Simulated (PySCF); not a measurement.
Se(SH)(SeH) (H₂SSe₂), SMILES S[Se][SeH]. Coordinates come from a PBE-D3(BJ)/def2-SVP optimisation. The values are those of a single conformer.

Method: PBE-D3(BJ)/def2-SVP (PySCF).

Harmonic wavenumbers (cm⁻¹): 124, 261, 290, 318, 361, 685, 774, 2309, 2570. Rotational constants (GHz): 6.253, 1.378, 1.150; symmetry number 1.

### Question
Work out the zero-point energy and the ideal-gas rigid-rotor harmonic-oscillator thermochemistry at 298.15 K and 1 atm.

### Answer
ZPE = ½ Σ hcν = ½ × 7693 cm⁻¹ = 11.00 kcal/mol. H − E(el) = 14.96 kcal/mol. Entropy in cal/(mol K): translation 41.66, rotation 27.87, vibration 9.15, total 78.69. G − E(el) = -8.50 kcal/mol. Cp = 18.06 cal/(mol K). Modes under 150 cm⁻¹ make the vibrational entropy uncertain.
